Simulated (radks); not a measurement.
Results of a calculation; reference values are marked as such.
All-electron atom: Nb in [Kr] 4d3.5 5s1 5p0.5 (fractional occupations, a model configuration). Level of theory: Dirac Kohn-Sham, LDA (Slater exchange, Perdew-Wang correlation), spin-unpolarised, spherical densities, finite nucleus; open shells fill j = l - 1/2 first; Fermi nuclear charge, rms radius 4.324 fm (a radial shooting solver on a logarithmic mesh with Libxc functionals). Some entries of the table are withheld. Estimate them.

orbital,occ.,eigenvalue (hartree),<r^2> (bohr^2),<1/r> (bohr^-1)
1s1/2,2,-689.9388,(1),42.35
2s1/2,2,-96.56416,0.02945,9.613
2p1/2,2,-88.68975,0.02227,9.596
2p3/2,4,-85.17608,0.02364,9.159
3s1/2,2,-16.14170,0.2260,(2)
3p1/2,2,(3),0.2249,3.170
3p3/2,4,(4),0.2357,3.064
3d3/2,4,-7.34434,0.2245,2.871
3d5/2,6,-7.23815,0.2280,2.843
4s1/2,2,-2.20713,1.518,1.182
4p1/2,2,-1.38327,1.876,(5)
4p3/2,4,-1.30440,1.972,(6)
5s1/2,1,-0.17972,14.67,(7)
4d3/2,3.5,-0.16676,5.484,0.6559
4d5/2,0,-0.16060,5.643,0.6473
5p1/2,0.5,-0.06538,28.34,0.2588
5p3/2,0,-0.06129,30.00,0.2510

Answer. 
(1) 1s1/2 <r^2> (bohr^2): 0.001761
(2) 3s1/2 <1/r> (bohr^-1): 3.270
(3) 3p1/2 eigenvalue (hartree): -13.17487
(4) 3p3/2 eigenvalue (hartree): -12.60502
(5) 4p1/2 <1/r> (bohr^-1): 1.058
(6) 4p3/2 <1/r> (bohr^-1): 1.027
(7) 5s1/2 <1/r> (bohr^-1): 0.3591
